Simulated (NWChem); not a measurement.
The numbers come from NWChem runs, not from measurements. System: H$_{2}$ISi, charge 0, spin multiplicity 2, at a geometry optimised with UPBE0/def2-SVP with def2 effective core potentials on I. The structure started from a generated list of species. Its SCF solution wasn't tested for a lower state. Level: UCCSD(T)/def2-SVP with def2 effective core potentials on I, 9 core orbitals frozen.

NWChem printed:

```
             Northwest Computational Chemistry Package (NWChem) 7.3.0
             --------------------------------------------------------

                                NWChem Input Module
                                -------------------

 Scaling coordinates for geometry "geometry" by  1.889725989
 (inverse scale =  0.529177249)

 Turning off AUTOSYM since
 SYMMETRY directive was detected!

                             Geometry "geometry" -> ""
                             -------------------------

 Output coordinates in angstroms (scale by  1.889725989 to convert to a.u.)

  No.       Tag          Charge          X              Y              Z
 ---- ---------------- ---------- -------------- -------------- --------------
    1 Si                  14.0000    -0.40503900    -1.81688400     0.00000000
    2 I                   53.0000     0.10039500     0.57203700     0.00000000
    3 H                    1.0000     0.17480000    -2.44079000    -1.22979600
    4 H                    1.0000     0.17480000    -2.44079000     1.22979600

 Effective nuclear repulsion energy (a.u.)     188.1556775514

            Nuclear Dipole moment (a.u.)
            ----------------------------
        X                 Y               Z
 ---------------- ---------------- ----------------
    -0.0000207870     0.0000094486     0.0000000000

      Symmetry information
      --------------------

 Group name             Cs
 Group number              2
 Group order               2
 No. of unique centers     3

      Symmetry unique atoms

     1    2    3


 Summary of "ao basis" -> "" (spherical)
 ------------------------------------------------------------------------------
       Tag                 Description            Shells   Functions and Types
 ---------------- ------------------------------  ------  ---------------------
 *                          def2-svp                  on all atoms

 Summary of "ao basis" -> "ao basis" (spherical)
 ------------------------------------------------------------------------------
       Tag                 Description            Shells   Functions and Types
 ---------------- ------------------------------  ------  ---------------------
 Si                         def2-svp                 8       18   4s3p1d
 I                          def2-svp                10       26   4s4p2d
 H                          def2-svp                 3        5   2s1p

                                 NWChem SCF Module
                                 -----------------

  ao basis        = "ao basis"
  functions       =    54
  atoms           =     4
  alpha electrons =    21
  beta  electrons =    20
  charge          =   0.00
  wavefunction    = UHF
  use symmetry    = T
  symmetry adapt  = T

 Summary of "ao basis" -> "ao basis" (spherical)
 ------------------------------------------------------------------------------
       Tag                 Description            Shells   Functions and Types
 ---------------- ------------------------------  ------  ---------------------
 Si                         def2-svp                 8       18   4s3p1d
 I                          def2-svp                10       26   4s4p2d
 H                          def2-svp                 3        5   2s1p

      Symmetry analysis of basis
      --------------------------

        a'         36
        a"         18

 Forming initial guess at       0.0s

   Symmetry analysis of molecular orbitals - initial alpha
   -------------------------------------------------------

  Numbering of irreducible representations:

     1 a'          2 a"

  Orbital symmetries:

     1 a'          2 a'          3 a'          4 a'          5 a'
     6 a"          7 a'          8 a'          9 a"         10 a'
    11 a'         12 a"         13 a"         14 a'         15 a'
    16 a'         17 a"         18 a'         19 a'         20 a"
    21 a'         22 a'         23 a"         24 a'         25 a'
    26 a'         27 a"         28 a'         29 a'         30 a"
    31 a'

   Symmetry analysis of molecular orbitals - initial beta
   ------------------------------------------------------

  Numbering of irreducible representations:

     1 a'          2 a"
[...]
         525.402653508280         -95.802150556139           0.000000000000
         -95.802150556139          31.993672638991           0.000000000000
           0.000000000000           0.000000000000         535.623793904579

  Mulliken analysis of the total density
  --------------------------------------

    Atom       Charge   Shell Charges
 -----------   ------   -------------------------------------------------------
    1 Si  14    13.56   2.00  1.99  1.02  0.26  5.94  1.14  1.03  0.17
    2 I   25    25.26   1.83  0.22  1.20  0.71  2.93  3.13  2.59  2.61  9.82  0.21
    3 H    1     1.09   0.73  0.36  0.01
    4 H    1     1.09   0.73  0.36  0.01

  Mulliken analysis of the alpha density
  --------------------------------------

    Atom       Charge   Shell Charges
 -----------   ------   -------------------------------------------------------
    1 Si  14     7.24   1.00  1.00  0.57  0.19  2.97  0.72  0.72  0.08
    2 I   25    12.65   0.91  0.11  0.60  0.35  1.46  1.56  1.32  1.31  4.91  0.11
    3 H    1     0.55   0.37  0.18  0.01
    4 H    1     0.55   0.37  0.18  0.01

   Mulliken analysis of the beta density
   -------------------------------------

    Atom       Charge   Shell Charges
 -----------   ------   -------------------------------------------------------
    1 Si  14     6.32   1.00  1.00  0.46  0.07  2.97  0.43  0.32  0.08
    2 I   25    12.61   0.91  0.11  0.60  0.36  1.47  1.56  1.27  1.30  4.91  0.11
    3 H    1     0.54   0.35  0.18  0.01
    4 H    1     0.54   0.35  0.18  0.01

   Mulliken analysis of the spin density
   -------------------------------------

    Atom       Charge   Shell Charges
 -----------   ------   -------------------------------------------------------
    1 Si  14     0.92   0.00  0.00  0.11  0.12  0.00  0.29  0.40  0.00
    2 I   25     0.05  -0.00  0.00  0.00 -0.00 -0.00  0.00  0.04  0.00 -0.00  0.00
    3 H    1     0.01   0.02 -0.00  0.00
    4 H    1     0.01   0.02 -0.00  0.00

       Multipole analysis of the density wrt the origin
       ------------------------------------------------

     L   x y z        total         alpha         beta         nuclear
     -   - - -        -----         -----         ----         -------
     0   0 0 0     -0.000000    -21.000000    -20.000000     41.000000

     1   1 0 0     -0.167053      3.398271      1.746830     -5.312154
     1   0 1 0     -0.577424     16.481953     13.208423    -30.267800
     1   0 0 1     -0.000000     -0.000000     -0.000000      0.000000

     2   2 0 0    -31.581070    -23.673367    -17.227757      9.320054
     2   1 1 0      0.976502    -22.091177    -15.803947     38.871626
     2   1 0 1     -0.000000     -0.000000     -0.000000      0.000000
     2   0 2 0    -28.594897   -139.828592   -125.565417    236.799112
     2   0 1 1      0.000000      0.000000      0.000000      0.000000
     2   0 0 2    -31.899984    -22.213531    -20.488195     10.801742

                   NWChem Extensible Many-Electron Theory Module
                   ---------------------------------------------


            General Information
            -------------------
      Number of processors :     1
         Wavefunction type : Unrestricted Hartree-Fock
          No. of electrons :    41
           Alpha electrons :    21
            Beta electrons :    20
           No. of orbitals :   108
            Alpha orbitals :    54
             Beta orbitals :    54
        Alpha frozen cores :     9
         Beta frozen cores :     9
     Alpha frozen virtuals :     0
      Beta frozen virtuals :     0
         Spin multiplicity : doublet
    Number of AO functions :    54
       Number of AO shells :    24
        Use of symmetry is : on
      Symmetry adaption is : on
         Schwarz screening : 0.10D-09

          Correlation Information
          -----------------------
          Calculation type : Coupled-cluster singles & doubles w/ perturbation
   Perturbative correction : (T)
            Max iterations :      100
        Residual threshold : 0.10D-05
     T(0) DIIS level shift : 0.00D+00
     L(0) DIIS level shift : 0.00D+00
     T(1) DIIS level shift : 0.00D+00
     L(1) DIIS level shift : 0.00D+00
     T(R) DIIS level shift : 0.00D+00
     T(I) DIIS level shift : 0.00D+00
   CC-T/L Amplitude update :  5-th order DIIS
                I/O scheme : Global Array Library
        L-threshold :  0.10D-05
        EOM-threshold :  0.10D-05
 no EOMCCSD initial starts read in
 TCE RESTART OPTIONS
 SLICE:      F
 D4D5:       F
 quantumc:   F
 qrotation:  F
 pwtce:      F
 qducc:      F
 nacto:                         0
 nrotv:                         0
 nrot:                          0

            Memory Information
            ------------------
          Available GA space size is     249030968 doubles
          Available MA space size is     104847836 doubles

 Maximum block size supplied by input
 Maximum block size        24 doubles

 tile_dim =     22

 -------------------------------------------------
   1    alpha     a'     8 doubles       0       1
   2    alpha     a"     4 doubles       8       2
   3    beta      a'     7 doubles      12       3
   4    beta      a"     4 doubles      19       4
   5    alpha     a'    21 doubles      23       5
   6    alpha     a"    12 doubles      44       6
   7    beta      a'    22 doubles      56       7
   8    beta      a"    12 doubles      78       8

 Global array virtual files algorithm will be used

 Parallel file system coherency ......... OK


 half-transformed integrals in memory

 2-e (intermediate) file size =        13789764
 2-e (intermediate) file name = ./mol.v2i

 2-e integrals stored in memory



CCSD iterations
 ---------------------------------------------------------
 Iter          Residuum       Correlation     Cpu    Wall
 ---------------------------------------------------------
    1   0.1099634233235  -0.2017744032431     0.1     0.1
    2   0.0312751890193  -0.2212857995679     0.1     0.1
    3   0.0117898730963  -0.2259888879466     0.1     0.1
    4   0.0052118780440  -0.2274307479977     0.1     0.1
    5   0.0027534334449  -0.2279558818432     0.1     0.1
    6   0.0010727787857  -0.2283663636041     0.1     0.1
    7   0.0005538690946  -0.2283723510610     0.1     0.1
    8   0.0004051610245  -0.2283734466244     0.1     0.1
    9   0.0002814336764  -0.2283760235909     0.1     0.1
   10   0.0002048207239  -0.2283783455979     0.1     0.1
   11   0.0000236091950  -0.2283856130609     0.1     0.1
   12   0.0000110198982  -0.2283871111564     0.1     0.1
   13   0.0000068084403  -0.2283876937134     0.1     0.1
   14   0.0000045633066  -0.2283878941513     0.1     0.1
   15   0.0000031404476  -0.2283879799342     0.1     0.1
   16   0.0000007686004  -0.2283880448183     0.1     0.1
 -----------------------------------------------------------------
 Iterations converged
 CCSD correlation energy / hartree =        -0.228388044818275
 CCSD total energy / hartree       =      -586.880976116203328

 Singles contributions

 Doubles contributions
 CCSD(T)
 Using plain CCSD(T) code
             total no. of tasks           52
 total no. of tasks / no. procs           52
                         wl_min       110592           6.9
                         wl_max      4741632          13.0
        thresh for no. of tasks           52

 CCSD[T]  correction energy / hartree =        -0.005810366111507
 CCSD[T] correlation energy / hartree =        -0.234198410929782
 CCSD[T] total energy / hartree       =      -586.886786482314847
 CCSD(T)  correction energy / hartree =        -0.005538337563926
 CCSD(T) correlation energy / hartree =        -0.233926382382200
 CCSD(T) total energy / hartree       =      -586.886514453767290

 Task  times  cpu:        8.1s     wall:        8.1s

 Total times  cpu:        8.2s     wall:        8.2s
```

### Question
Write an NWChem input that would produce this output.

### Answer
Several could match; the one computed here: 
```
start mol
memory heap 100 mb stack 700 mb global 1900 mb
geometry units angstroms nocenter noautoz
  Si    -0.405039    -1.816884     0.000000
  I      0.100395     0.572037     0.000000
  H      0.174800    -2.440790    -1.229796
  H      0.174800    -2.440790     1.229796
  symmetry group Cs
end
basis spherical
  * library def2-svp
end
ecp
  I library def2-ecp
end
scf
  uhf
  nopen 1
  maxiter 100
  thresh 1e-7
  semidirect memsize 60000000 filesize 0
  # guess.movecs holds the orbitals of an unrestricted PBE0 run
  vectors input guess.movecs output mol.movecs
end
tce
  freeze core 9
  ccsd(t)
  thresh 1e-6
  maxiter 100
  tilesize 24
end
task tce energy
```
